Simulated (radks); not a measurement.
Results of a calculation; reference values are marked as such.
Coulomb parameter of the 4d shell of the zirconium ion Zr+ in the model configuration [Kr] 4d2 5s1, as a second difference U = [E(n + 0.5) + E(n - 0.5) - 2 E(n)] / (0.5)^2 with all orbitals relaxed. "Bare": the charge of the atom changes with n. "Screened": the 5s shell takes up the change at fixed total charge, which measures U(4d,4d) + U(5s,5s) - 2 U(4d,5s). Code: a radial shooting solver on a logarithmic mesh with Libxc functionals. Model: Dirac Kohn-Sham, PBE, spin-unpolarised, spherical densities, finite nucleus; open shells are shared between the two j in proportion to 2j + 1; Fermi nuclear charge, rms radius 4.2694 fm. Estimate both.

Answer. U(bare) = 8.840 eV, U(screened by 5s) = 0.909 eV.
